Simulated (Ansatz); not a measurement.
Reaction (isomerisation): `F[SiH2]C1C=NC1` → `CC[Si]1(F)C=N1`

Isolated molecules relaxed with PBE0-D4/def2-TZVP in Ansatz; ΔE leaves out vibrations. CCSD(T)/CBS adds triple-zeta CCSD(T) − MP2 to the extrapolated MP2 energy (def2 sets, frozen cores). Functionals use def2-TZVPP. Each species was taken in one conformer, which may not be the lowest.

`F[SiH2]C1C=NC1`:

Cartesian coordinates in Å:
```
F 1.555 2.002 -1.165
Si 1.379 0.491 -0.661
C -0.426 0.119 -0.388
C -1.072 0.697 0.831
N -1.253 -0.367 1.520
C -0.689 -1.186 0.426
H 2.120 0.341 0.615
H 1.941 -0.404 -1.703
H -0.990 0.219 -1.321
H -1.327 1.714 1.128
H -1.423 -1.859 -0.019
H 0.185 -1.768 0.738
```

`CC[Si]1(F)C=N1`:

Cartesian coordinates in Å:
```
C 1.386 -0.569 -0.523
C 0.096 -1.090 0.102
Si -1.111 0.250 0.505
F -2.407 -0.387 1.177
C -1.132 1.905 -0.088
N -0.595 1.827 1.085
H 1.889 0.142 0.136
H 2.079 -1.388 -0.724
H 1.193 -0.056 -1.468
H 0.301 -1.630 1.033
H -0.400 -1.812 -0.556
H -1.297 2.808 -0.679
```

| species | PBE0 energy (Eh) |
| --- | --- |
| `F[SiH2]C1C=NC1` | -561.71785 |
| `CC[Si]1(F)C=N1` | -561.73673 |

**Question.** Work out ΔE.

**Answer.** ΔE = (-561.73673) − (-561.71785) = -0.01888 Eh = -11.8 kcal/mol. CCSD(T)/CBS gives -12.2 kcal/mol.

Largest T1 diagnostic among the species: 0.012.
